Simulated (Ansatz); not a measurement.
C$_{2}$H$_{9}$BN$_{2}$ (`CNBCN`), relaxed with RKS PBE0-D4/def2-TZVP in Ansatz from a PBE-D4/def2-SVP geometry. The force threshold is 0.005 eV/Å; the program also tests the step.

Total charge 0; spin multiplicity 1.

Start:

```xyz
14

C     2.172    0.059    1.172
N     1.151    0.066    0.142
B    -0.238    0.136    0.315
C    -1.210    0.234   -0.938
N    -2.520   -0.381   -0.705
H     1.687    0.077    2.166
H     2.814   -0.848    1.118
H     2.842    0.945    1.104
H     1.526    0.038   -0.812
H    -0.670    0.154    1.458
H    -1.367    1.332   -1.082
H    -0.681   -0.098   -1.876
H    -2.405   -1.384   -0.511
H    -3.099   -0.331   -1.553
```

Task: How much energy does the relaxation release, and in how many steps? (Estimate.)

Result: The calculation gave: 5.88 kJ/mol, in 9 steps, 1 of them rejected.

Task: Which bonds change most? (Estimate.)

Result: Ansatz gave: C4–H12 from 1.127 to 1.105 Å; B3–H10 from 1.222 to 1.201 Å; C4–H11 from 1.119 to 1.100 Å; C1–H8 from 1.113 to 1.095 Å.

Task: Give the relaxed structure. (Estimate.)

Result: The calculation gave: 
```xyz
14

C     2.152    0.055    1.168
N     1.150    0.080    0.130
B    -0.227    0.136    0.302
C    -1.193    0.244   -0.941
N    -2.496   -0.371   -0.706
H     1.657    0.049    2.139
H     2.782   -0.838    1.100
H     2.805    0.933    1.124
H     1.529    0.072   -0.805
H    -0.655    0.123    1.423
H    -1.356    1.321   -1.097
H    -0.690   -0.110   -1.859
H    -2.393   -1.340   -0.437
H    -3.066   -0.354   -1.541
```
